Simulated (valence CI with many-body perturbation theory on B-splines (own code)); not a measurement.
## Valence orbitals of Lu²²⁺

Computed by valence CI with perturbative core correlation (CI+MBPT): three valence electrons over a frozen Dirac-Fock core [Kr] 4d10, radial functions for each j: 8 s, 8 p, 9 d, 9 f, 6 g, 3 h, 2 i, with the one-electron correlation potential Σ1, the two-electron term Σ2, the three-electron term Σ3, Breit, model QED; selected CI, second order for the rest, scaled by the run's own slope (own B-spline code, finite nucleus).

No measured spectrum was set against this ion. As an estimate, terms of the open shell hold to a few per cent of their energy, and close levels can change places. Core correlation moves these levels by up to 44000 cm⁻¹, and in measured spectra 5 to 20 % of such shifts remained as error; rates that hang on mixing are uncertain with them.

These are the spectroscopic orbitals of the CI (the correlating ones are not listed), shaped by the core and the other valence electrons. h is the expectation value of the core's Dirac-Fock operator, without the valence repulsion; Σ1 is computed up to l = 3 at one energy for each symmetry, that of its lowest orbital but kept below the first core excitation, so for empty shells it is not the orbital's own correlation shift; Breit and QED include the response of the core.

```csv
Orbital,h (hartree),Σ1 (cm⁻¹),Breit (cm⁻¹),QED (cm⁻¹),⟨r⟩ (bohr)
5s1/2,-22.441,-21642,2585,2187,0.8798
6s1/2,-13.786,-6582,1170,986,1.437
7s1/2,-9.3759,-3154,651,555,2.111
5p1/2,-20.984,-19484,3882,15.5,0.9132
6p1/2,-13.069,-6535,1911,8.1,1.479
7p1/2,-8.9623,-3178,1073,4.8,2.175
5p3/2,-20.205,-16961,2201,204,0.9513
6p3/2,-12.691,-6017,1106,102,1.525
7p3/2,-8.7477,-2985,684,58.4,2.230
5d3/2,-17.866,-14022,1334,-131,1.006
6d3/2,-11.5,-5595,714,-68.0,1.614
7d3/2,-8.0559,-2923,421,-39.7,2.355
5d5/2,-17.708,-13465,770,-56.2,1.017
6d5/2,-11.42,-5419,411,-29.0,1.626
7d5/2,-8.0094,-2840,247,-16.8,2.369
4f5/2,-26.061,-30002,-58.4,-388,0.4931
5f5/2,-14.967,-11389,131,-100,1.084
4f7/2,-25.96,-29432,-1106,-303,0.4964
5f7/2,-14.932,-11279,-175,-74.5,1.087
5g7/2,-12.834,,-93.1,-18.2,1.117
5g9/2,-12.831,,-157,-12.9,1.118
```

Among the shells of the start configuration 4f3, Σ1 is largest in size for 4f5/2, where it is 0.52 % of h.

Lowest root of each symmetry, sizes in configuration state functions:

| J | Parity | Roots | Reference | Variational | Second order | Change by selected CI (cm⁻¹) | Change by second order (cm⁻¹) |
| --- | --- | --- | --- | --- | --- | --- | --- |
| 1/2 | even | 3 | 26 | 4924 | 14128 | -5267 | -3 |
| 3/2 | even | 4 | 46 | 8169 | 26894 | -4240 | -3 |
| 5/2 | even | 4 | 57 | 9897 | 35906 | -4464 | -4 |
| 7/2 | even | 4 | 57 | 10306 | 66713 | -3848 | -3 |
| 9/2 | even | 4 | 48 | 10112 | 57495 | -4200 | -3 |
| 11/2 | even | 3 | 32 | 8488 | 33897 | -3960 | -4 |
| 13/2 | even | 2 | 18 | 6199 | 20888 | -3907 | -3 |
| 1/2 | odd | 3 | 31 | 4793 | 11589 | -5014 | -2 |
| 3/2 | odd | 7 | 57 | 8383 | 21416 | -3651 | -1 |
| 5/2 | odd | 8 | 70 | 10663 | 31081 | -3402 | -1 |
| 7/2 | odd | 8 | 72 | 11382 | 45076 | -3450 | -1 |
| 9/2 | odd | 8 | 62 | 10642 | 31695 | -2409 | -1 |
| 11/2 | odd | 6 | 46 | 9406 | 24514 | -2277 | -1 |
| 13/2 | odd | 4 | 27 | 7902 | 22193 | -2273 | -1 |
| 15/2 | odd | 3 | 16 | 4941 | 1295 | -2345 | -1 |
| 17/2 | odd | 1 | 6 | 2955 | 1203 | -3443 | -1 |
